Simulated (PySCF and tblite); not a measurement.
The numbers below are computed, except where a source is named.
C₈H₁₁F, numbered as in [F:1][C:2]1=[CH:3][CH2:4][CH2:5][C:6]12[CH2:7][CH2:8][CH2:9]2. Search: ETKDG and KDG, MMFF94s, GFN2-xTB, 60 starts; geometries at GFN2-xTB. Energies: B3LYP-D3(BJ)/def2-SVP (IEF-PCM, acetone), with GFN2-xTB thermal terms (modes under about 100 cm⁻¹ blended into free rotors). Symmetry numbers and mirror images are counted. Conformers within 3 kcal/mol (GFN2-xTB free energy) were kept, 4 at most. GIAO shieldings: wB97X-D/pcSseg-1 (IEF-PCM, acetone). Shifts are against TMS (¹H), TMS (¹³C) at the same level; of two unlike H on one atom, a is the less shielded. (PySCF 2.14, tblite 0.8.)

The 4-ring runs over atoms 6–7–8–9. The 5-ring runs over atoms 2–3–4–5–6. Of a mirror pair one member is shown.

```
conformer                                                                                                    shape  point group  mirror pair  ΔE(DFT)  Δ(G−E) at 260 K  δ H7b/H9b (ppm)
        1  4-ring puckered (ring torsions 10, -10, 10, -10°); 5-ring envelope (ring torsions 10, -17, 17, -11, 1°)           C1          yes     0.00             0.00             1.87
        2  4-ring puckered (ring torsions -10, 10, -10, 10°); 5-ring envelope (ring torsions 10, -17, 16, -11, 0°)           C1          yes     0.07            -0.04             2.18
```

Energies in kcal/mol; the thermal term leaves out symmetry numbers and mirror images.

(1) Work out the weights at 260 K and the ¹H shift of H7b/H9b under fast exchange.

GFN2-xTB leaves a saturated small ring flat here that puckers in reality.

Answers

(1) RT = 0.517 kcal/mol. Each conformer gets RT ln(σ/g), with σ the rotational symmetry number and g = 2 for a mirror pair: 1: σ = 1, g = 2, G = 0.00 + 0.00 − 0.36 = -0.36, 0.00 above the lowest, exp(−ΔG/RT) = 1.000; 2: σ = 1, g = 2, G = 0.07 − 0.04 − 0.36 = -0.33, 0.03 above the lowest, exp(−ΔG/RT) = 0.942. The sum is 1.942, so the weights are 51.5, 48.5 %. The averaged shift is 2.02 ppm. At 298.15 K it is 2.02 ppm. At 298.15 K the leading conformer alone gives 1.87 ppm and bare DFT energies give 2.01 ppm.
